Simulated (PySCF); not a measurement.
Computed IR spectrum (relative IR intensity) of a molecule C2H8GeO. Geometry: PBE-D3(BJ)/def2-SVP. Other conformers were not sampled. These are PBE-D3(BJ)/def2-SVP run with PySCF values and carry that method's errors. Frequencies are harmonic and unscaled.

ν (cm⁻¹): 144 (m), 196 (w), 208 (m), 564 (vw), 575 (m), 593 (w), 655 (m), 676 (m), 718 (m), 806 (m), 812 (m), 816 (m), 900 (s), 1198 (w), 1204 (w), 1385 (vw), 1392 (w), 2086 (vs), 2979 (w), 3081 (w), 3094 (w), 3734 (m) (against the strongest line: vs over 80 %, s over 45 %, m over 15 %, w over 4 %, vw less)

Task: Which molecule gave these data?
A. OC[CH2][GeH3]
B. C[CH2][GeH2][OH]
C. [CH3][GeH2][CH2]O
D. [CH3][GeH]([CH3])[OH]

Result: D, [CH3][GeH]([CH3])[OH]
